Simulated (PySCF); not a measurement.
Delta-SCF ions had no search for a lower state. Excitations are Tamm–Dancoff values on a coarser integration grid. The basis has no diffuse functions, so Rydberg states are missing or too high.

**C$_{2}$H$_{5}$NSi, SMILES `CN=C=[SiH2]` (charge 0, multiplicity 1)**

Calculation: M06-2X/def2-TZVP // B3LYP-D3(BJ)/def2-TZVP in PySCF 2.14.0.

| Property | Result |
|---|---|
| HOMO | -6.37 eV |
| dipole moment | 6.01 D |
| LUMO | 0.29 eV |
| HOMO–LUMO gap | 6.66 eV |
| S1 excitation (TDA) | 3.51 eV |
| S1 oscillator strength | 0.003 |
| brightest of the four lowest singlets (TDA) | 4.75 eV |
| T1 excitation (TDA) | 3.10 eV |
| S1–T1 gap (TDA) | 0.40 eV |
| vertical ionisation energy (Delta-SCF) | 7.43 eV |
| total energy | -423.3581 Ha |
| cost | around 11 core-minutes (rough) |

Bonded distances (Å): C1–N2 1.414, C1–H5 1.092, C1–H6 1.090, C1–H7 1.090, N2–C3 1.163, C3–Si4 1.887, Si4–H8 1.511, Si4–H9 1.511. Angles (°): N2–C1–H5 110.2, N2–C1–H6 109.4, N2–C1–H7 109.5, H5–C1–H6 109.4, H5–C1–H7 109.4, H6–C1–H7 108.9, C1–N2–C3 172.2, N2–C3–Si4 169.5, C3–Si4–H8 91.1, C3–Si4–H9 91.1, H8–Si4–H9 98.6.
